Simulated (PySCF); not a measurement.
AsH₅Si, charge +1, multiplicity 2. Atoms are numbered in the order given.

```xyz
7

Si    -1.6329     0.0168     0.0000
As     0.7760    -0.0397     0.0000
H     -1.9441    -0.6917     1.2542
H     -1.9441    -0.6917    -1.2542
H     -1.8845     1.4742     0.0000
H      1.5118     0.4923     1.1949
H      1.5118     0.4923    -1.1949
```
Charge +1, spin multiplicity 2.

Geometry optimised at PBE0-D3(BJ)/def2-TZVP. The spin state was assumed, not searched.

These are TDA-CAM-B3LYP/def2-SVPD (PySCF 2.14.0) values and carry that method's errors.

Vertical excitations. 

```json
[
 {"state": "root 1", "energy (eV)": "3.61", "λ (nm)": "344", "f": "0.010", "main pairs": "β HOMO→LUMO 94 %"},
 {"state": "root 2", "energy (eV)": "4.67", "λ (nm)": "265", "f": "0.000", "main pairs": "β HOMO−1→LUMO 77 %, β HOMO−3→LUMO 22 %"},
 {"state": "root 3", "energy (eV)": "4.95", "λ (nm)": "250", "f": "0.026", "main pairs": "β HOMO−2→LUMO 92 %"},
 {"state": "root 4", "energy (eV)": "5.39", "λ (nm)": "230", "f": "0.001", "main pairs": "β HOMO−3→LUMO 75 %, β HOMO−1→LUMO 22 %"},
 {"state": "root 5", "energy (eV)": "5.93", "λ (nm)": "209", "f": "0.009", "main pairs": "α HOMO→LUMO 95 %"},
 {"state": "root 6", "energy (eV)": "6.29", "λ (nm)": "197", "f": "0.003", "main pairs": "α HOMO→LUMO+1 95 %"},
 {"state": "root 7", "energy (eV)": "7.17", "λ (nm)": "173", "f": "0.019", "main pairs": "α HOMO→LUMO+2 65 %, α HOMO→LUMO+3 14 %, β HOMO→LUMO+1 11 %"},
 {"state": "root 8", "energy (eV)": "7.42", "λ (nm)": "167", "f": "0.003", "main pairs": "α HOMO−1→LUMO 47 %, α HOMO→LUMO+2 9 %, β HOMO→LUMO+1 33 %"},
 {"state": "root 9", "energy (eV)": "7.63", "λ (nm)": "163", "f": "0.000", "main pairs": "α HOMO−2→LUMO 43 %, α HOMO−1→LUMO+1 12 %, β HOMO−1→LUMO+1 23 %, β HOMO→LUMO+2 14 %"},
 {"state": "root 10", "energy (eV)": "7.87", "λ (nm)": "157", "f": "0.006", "main pairs": "α HOMO−3→LUMO 28 %, α HOMO→LUMO+3 22 %, α HOMO→LUMO+2 12 %, β HOMO−2→LUMO+1 23 %"}
]
```
Unrestricted roots are not spin-pure.
